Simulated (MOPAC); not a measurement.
Input file for MOPAC: AM1 on H2OSi (SMILES O[SiH]), a point of a torsion scan.

```
AM1 1SCF PRECISE CHARGE=0 THREADS=1
H2OSi

O     -0.81487730 1     0.29141810 1     0.21268573 1
Si     0.76035853 1     0.61160762 1    -0.16626717 1
H     -1.36122298 1    -0.37824510 1    -0.17750256 1
H      0.54769012 1     2.02246536 1    -0.59016966 1
```

It printed:

```
*******************************************************************************
 **                                                                           **
 **                              MOPAC v23.2.5                                **
 **                                                                           **
 *******************************************************************************
 ** MOPAC's Digital Object Identifier: https://doi.org/10.5281/zenodo.6511958 **
 **                                                                           **
 ** Please cite the open-source release paper for use of this MOPAC version:  **
 ** J. E. Moussa and J. J. P. Stewart (2026)                                  **
 ** MOPAC: An open-source semiempirical molecular orbital program             **
 ** J. Open Source Softw., 11(119), 8025, https://doi.org/10.21105/joss.08025 **
 *******************************************************************************

                              AM1 CALCULATION RESULTS

 *******************************************************************************
 *  AM1        - The AM1 Hamiltonian to be used
 *
 *
 *
 *                 CHARGE ON SYSTEM = 0
 *
 *
 *
 *  PRECISE    - TIGHTER CRITERIA TO BE USED
 *  1SCF       - DO 1 SCF AND THEN STOP
 *  THREADS=1  - MULTI-THREADING NOT USED
 *  T=         - A TIME OF 172800.0 SECONDS REQUESTED
 *  DUMP=N     - RESTART FILE WRITTEN EVERY 7200.0 SECONDS REQUESTED
 *******************************************************************************
AM1 1SCF PRECISE CHARGE=0 THREADS=1
 H2OSi

   ATOM   CHEMICAL          X               Y               Z
  NUMBER   SYMBOL      (ANGSTROMS)     (ANGSTROMS)     (ANGSTROMS)

     1       O         -0.81487730  *   0.29141810  *   0.21268573  *
     2      Si          0.76035853  *   0.61160762  *  -0.16626717  *
     3       H         -1.36122298  *  -0.37824510  *  -0.17750256  *
     4       H          0.54769012  *   2.02246536  *  -0.59016966  *



          CARTESIAN COORDINATES

    NO.       ATOM           X           Y           Z

     1         O         -0.8149      0.2914      0.2127
     2        Si          0.7604      0.6116     -0.1663
     3         H         -1.3612     -0.3782     -0.1775
     4         H          0.5477      2.0225     -0.5902

  H: (AM1): M.J.S. DEWAR ET AL, J. AM. CHEM. SOC. 107 3902-3909 (1985)
  O: (AM1): M.J.S. DEWAR ET AL, J. AM. CHEM. SOC. 107 3902-3909 (1985)
 Si: (AM1): M.J.S.DEWAR, C. JIE, ORGANOMETALLICS, 6, 1486-1490 (1987).

           Empirical Formula: H2 O Si  =     4 atoms



      MOLECULAR POINT GROUP   :   C1


      RHF CALCULATION, NO. OF DOUBLY OCCUPIED LEVELS = 6


 -------------------------------------------------------------------------------
 AM1 1SCF PRECISE CHARGE=0 THREADS=1
 H2OSi



     1SCF WAS SPECIFIED, SO BFGS WAS NOT USED
     SCF FIELD WAS ACHIEVED


                              AM1 CALCULATION
                                                       MOPAC v23.2.5 Linux




          FINAL HEAT OF FORMATION =        -11.74952 KCAL/MOL =     -49.15998 KJ/MOL


          COSMO AREA              =         85.06 SQUARE ANGSTROMS
          COSMO VOLUME            =         71.13 CUBIC ANGSTROMS

          IONIZATION POTENTIAL    =          7.563411 EV
          HOMO LUMO ENERGIES (EV) =         -7.563 -0.679
          NO. OF FILLED LEVELS    =          6
          MOLECULAR WEIGHT        =         46.1007         POINT GROUP:  C1

          MOLECULAR DIMENSIONS (Angstroms)

            Atom       Atom       Distance
            H     4    H     3     3.09478
           Si     2    H     3     1.08419
            O     1   Si     2     0.48067


          SCF CALCULATIONS        =          1





   ATOM   CHEMICAL          X               Y               Z
  NUMBER   SYMBOL      (ANGSTROMS)     (ANGSTROMS)     (ANGSTROMS)

     1       O         -0.81487730  *   0.29141810  *   0.21268573  *
     2      Si          0.76035853  *   0.61160762  *  -0.16626717  *
     3       H         -1.36122298  *  -0.37824510  *  -0.17750256  *
     4       H          0.54769012  *   2.02246536  *  -0.59016966  *

                             CARTESIAN COORDINATES

   1    O       -0.814877300     0.291418100     0.212685730
   2   Si        0.760358530     0.611607620    -0.166267170
   3    H       -1.361222980    -0.378245100    -0.177502560
   4    H        0.547690120     2.022465360    -0.590169660


           Empirical Formula: H2 O Si  =     4 atoms



      MOLECULAR POINT GROUP   :   C1


                  EIGENVALUES
 -36.41942 -18.91686 -14.30491 -13.98122 -11.77600  -7.56341  -0.67897   1.69423
   2.57896   5.79839


              NET ATOMIC CHARGES AND DIPOLE CONTRIBUTIONS

  ATOM NO.   TYPE          CHARGE      No. of ELECS.   s-Pop       p-Pop
    1          O          -0.660993        6.6610     1.81609     4.84490
    2         Si           0.719023        3.2810     1.49520     1.78578
    3          H           0.268421        0.7316     0.73158
    4          H          -0.326451        1.3265     1.32645
 DIPOLE           X         Y         Z       TOTAL
 POINT-CHG.     2.599    -2.472    -0.553     3.629
 HYBRID        -3.539     1.325    -0.070     3.780
 SUM           -0.940    -1.147    -0.623     1.608


          ATOMIC ORBITAL ELECTRON POPULATIONS

     Atom    s        px        py        pz
    1  O   1.81609   1.50954   1.62956   1.70580
    2 Si   1.49520   0.84772   0.76791   0.17015
    3  H   0.73158
    4  H   1.32645

 **********************
 *                    *
 * JOB ENDED NORMALLY *
 *                    *
 **********************




 == MOPAC DONE ==
```

The run finished.

Cost: very roughly 0.020 core-seconds.
